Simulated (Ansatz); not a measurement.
Frontier orbitals of `FC=C(I)I`.

The species carries charge 0 and has multiplicity 1. Correlated methods include outer-core shells of I, which these sets cover unevenly. I: def2 effective core potential. All single points use the PBE0-D4/def2-TZVP geometry. Basis def2-TZVPP, Ansatz 0.2.0.

```json
{"functional": "PBE", "HOMO (eV)": "-5.94", "LUMO (eV)": "-2.62"}
```

Task: Give HOMO and LUMO (eV) with LDA (SPW92), revPBE, BLYP, r2SCAN, B97M-V, PBE0, B3LYP, r2SCANh, r2SCAN0, HSE06 (plane-wave form), BHLYP, CAM-B3LYP, LC-ωPBE, ωB97X-V, ωB97M-V, HF. (Estimate.)

Result: The calculation gave: 
```json
{"functional": "LDA (SPW92)", "HOMO": "-6.13", "LUMO": "-2.82"}
{"functional": "revPBE", "HOMO": "-5.88", "LUMO": "-2.54"}
{"functional": "BLYP", "HOMO": "-5.78", "LUMO": "-2.51"}
{"functional": "r2SCAN", "HOMO": "-6.18", "LUMO": "-2.51"}
{"functional": "B97M-V", "HOMO": "-6.19", "LUMO": "-2.40"}
{"functional": "PBE0", "HOMO": "-7.05", "LUMO": "-1.76"}
{"functional": "B3LYP", "HOMO": "-6.83", "LUMO": "-1.99"}
{"functional": "r2SCANh", "HOMO": "-6.59", "LUMO": "-2.19"}
{"functional": "r2SCAN0", "HOMO": "-7.21", "LUMO": "-1.71"}
{"functional": "HSE06 (plane-wave form)", "HOMO": "-6.66", "LUMO": "-2.14"}
{"functional": "BHLYP", "HOMO": "-8.00", "LUMO": "-0.82"}
{"functional": "CAM-B3LYP", "HOMO": "-8.29", "LUMO": "-0.68"}
{"functional": "LC-ωPBE", "HOMO": "-9.58", "LUMO": "0.52"}
{"functional": "ωB97X-V", "HOMO": "-9.24", "LUMO": "0.38"}
{"functional": "ωB97M-V", "HOMO": "-9.13", "LUMO": "0.24"}
{"functional": "HF", "HOMO": "-9.43", "LUMO": "1.61"}
```

B3LYP here is the variant with VWN-RPA as its local correlation; programs differ in this. LC-ωPBE has ω = 0.4 bohr⁻¹. Positive LUMOs are unbound and depend on the basis.
